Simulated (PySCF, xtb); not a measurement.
Al(F)(H)(NCO) (CHAlFNO), SMILES [N](=C=O)[AlH][F].

GFN2-xTB (xtb) at its own geometry gives an orbital gap of 5.37 eV and a dipole moment of 1.64 D.

Geometry: B3LYP-D3(BJ)/def2-SVP. One conformer was computed; it need not be the lowest.

### Question
What does ωB97X/def2-TZVP (PySCF) give? (Estimate from the structure and the level; the computed values follow.)

### Answer
gap 11.90 eV (levels -11.32 and 0.58 eV), dipole 1.78 D.
